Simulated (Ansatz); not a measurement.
Input and output for C₂H₄OSeSi (`O=C([SiH3])C=[Se]`).

```yaml
crystal:
  periodic: [false, false, false]
  atoms:
    - {symbol: O, position_ang: [-0.824618, -1.712102, 0.569262]}
    - {symbol: C, position_ang: [-0.509043, -0.595785, 0.218293]}
    - {symbol: Si, position_ang: [1.351168, -0.133477, -0.092105]}
    - {symbol: C, position_ang: [-1.575252, 0.424029, 0.025926]}
    - {symbol: Se, position_ang: [-1.215342, 2.056166, -0.487008]}
    - {symbol: H, position_ang: [1.569568, 0.262938, -1.504815]}
    - {symbol: H, position_ang: [2.094407, -1.380969, 0.205646]}
    - {symbol: H, position_ang: [1.788965, 0.949363, 0.822457]}
    - {symbol: H, position_ang: [-2.591353, 0.083437, 0.225244]}
basis:
  gaussian: {orbitals: x2c-TZVPPall}
total_charge: 1
magnetization: {spin_polarized: true, initial_magnetization: 1}
hamiltonian: {xc: {name: rPW86-PBE}, dispersion: d4}
accuracy: high
output: {forces: true}
```

```sh
$ ansatz run in.yaml --threads 4 --pin off --events-out ev --progress --plain --max-ram 10444MiB
```

Shortened log:

```
Functional definition: rPW86-PBE
4076 factors; integrals over basis functions are off by at most 3.1e-8 eV
mean field evaluation 1: about -78177.9140 eV, gradient 9.9e1 eV
mean field evaluation 2: about -76932.0269 eV, gradient 3.6e2 eV
mean field evaluation 4: about -78231.3642 eV, gradient 2.9e1 eV
mean field evaluation 8: about -78237.6146 eV, gradient 2.0e0 eV
mean field evaluation 16: about -78237.6332 eV, gradient 1.3e-2 eV
mean field evaluation 32: about -78237.6332 eV, gradient 1.5e-7 eV
mean field -78237.63319682 eV, -2875.1799886107 hartree, gradient 9.9e-8 eV, S^2 0.752279; 6 other end points of the search recorded, 0 dependent functions left out
reference -78237.63321037 eV, -2875.1799891088 hartree; 36, 35 occupied and 203, 204 virtual orbitals, 4076 factors
Total energy: -78237.88694883 eV, -2875.1893138249 hartree
Relativity: scalar
Atom 0 at    -0.824618    -1.712102     0.569262 Å, force     0.077621     0.100600    -0.036175 eV/Å
Atom 1 at    -0.509043    -0.595785     0.218293 Å, force     0.480905    -0.894957     0.212196 eV/Å
Atom 2 at     1.351168    -0.133477    -0.092105 Å, force     1.414445    -0.571386     0.033380 eV/Å
Atom 3 at    -1.575252     0.424029     0.025926 Å, force    -0.773032     0.929158    -0.195645 eV/Å
Atom 4 at    -1.215342     2.056166    -0.487008 Å, force    -0.200403     0.251443    -0.053777 eV/Å
Atom 5 at     1.569568     0.262938    -1.504815 Å, force    -0.435676     0.043625    -0.121207 eV/Å
Atom 6 at     2.094407    -1.380969     0.205646 Å, force    -0.083909     0.038375    -0.003557 eV/Å
Atom 7 at     1.788965     0.949363     0.822457 Å, force    -0.411402     0.124209     0.151870 eV/Å
Atom 8 at    -2.591353     0.083437     0.225244 Å, force    -0.068550    -0.021068     0.012913 eV/Å
Dipole moment:    -0.006818     0.133497    -0.036462 e Å
```

Hardware: 4 threads of an Arm Neoverse V1 on a shared host. Wall time 67 s, peak host memory 1.9 GiB.
